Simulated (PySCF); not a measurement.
Work out the structure from these simulated measurements.

Formula: C7H10P; charge +1.

* NMR, other nuclei: isotropic shieldings of nuclei other than C and H, by class: 371 (1 P) ppm [GIAO PBE0/pcSseg-1]
* 13C NMR: chemical shifts (computed TMS as zero) by class: 147.5 (1 C), 139.7 (2 C), 138.7 (2 C), 111.0 (1 C), 8.4 (1 C) ppm [GIAO PBE0/pcSseg-1]
* Rotational structure: rotational constants A, B, C: 4.062, 1.048, 0.930 GHz [GFN2-xTB]
* UV, strongest line: among the 8 lowest singlet transitions: S4 at 6.56 eV (189 nm, f = 0.201) [TDDFT PBE0/def2-SVPD]
* UV, first state: lowest singlet excitation: 5.23 eV (237 nm, f = 0.020) [TDDFT PBE0/def2-SVPD]
* Polarisability: 97.0 au [PBE0/def2-SVPD]
* Triplet: lowest triplet excitation (Tamm–Dancoff): 4.03 eV [TDA PBE0/def2-SVPD]
* 1H NMR: chemical shifts (computed TMS as zero) by class: 8.67 (1 H), 8.43 (2 H), 8.00 (2 H), 6.41 (2 H), 2.36 (3 H) ppm [GIAO PBE0/pcSseg-1]

The electronic properties come from PySCF, for the isolated species, density fitting. Levels stand in brackets. Isolated species at its GFN2-xTB geometry (one conformer only). NMR values are class means; diastereotopic atoms form classes of their own.

Question: Propose a structure and show how it fits.

Answer: Numbering: `[CH3:1][PH2+:2][c:3]1[cH:4][cH:5][cH:6][cH:7][cH:8]1`. 7 carbons fall into 5 classes; from least to most shielded: aromatic CH carbon [C6] (147.5 ppm), aromatic CH carbon [C5/C7] (139.7 ppm, 2 C), aromatic CH carbon [C4/C8] (138.7 ppm, 2 C), substituted aromatic carbon [C3] (111.0 ppm), chain sp3 carbon bound to phosphorus [C1] (8.4 ppm). Hydrogen classes from least to most shielded: 1 H on the para carbon, C6 (8.67 ppm), 2 H on the meta carbons, C5/C7 (8.43 ppm), 2 H on the ortho carbons, C4/C8 (8.00 ppm), 2 H on a phosphonium phosphorus, P2 (6.41 ppm), 3 H on an sp3 carbon bound to phosphorus, C1 (2.36 ppm). The other shieldings belong to: 371 ppm, phosphonium phosphorus [P2]. S1 is mainly HOMO→LUMO (weight 0.77); the largest Löwdin shares of the orbital it empties are 0.22 on each of 2 atoms of one kind (aromatic CH carbon) and 0.19 on each of 2 atoms of one kind (aromatic CH carbon), of the orbital it fills 0.17 on an aromatic CH carbon, 0.15 on the substituted aromatic carbon and 0.15 on the phosphonium phosphorus. The optimised geometry has point group Cs and is an asymmetric top. Structure: `[PH2+](c1ccccc1)C`. Computed isomers that give other values at the same levels: `C#CC[PH+]1CC=CC1` (13C chemical shifts (computed TMS as zero) by class: 134.9 (2 C), 90.3 (1 C), 69.1 (1 C), 31.3 (2 C), 14.6 (1 C) ppm). The assignments are read from this structure; whether some other isomer fits the data as well wasn't checked.

The values belong to the conformer `[CH3:1][PH2+:2][c:3]1[cH:4][cH:5][cH:6][cH:7][cH:8]1`: C1–P2–C3–C4 -89°.
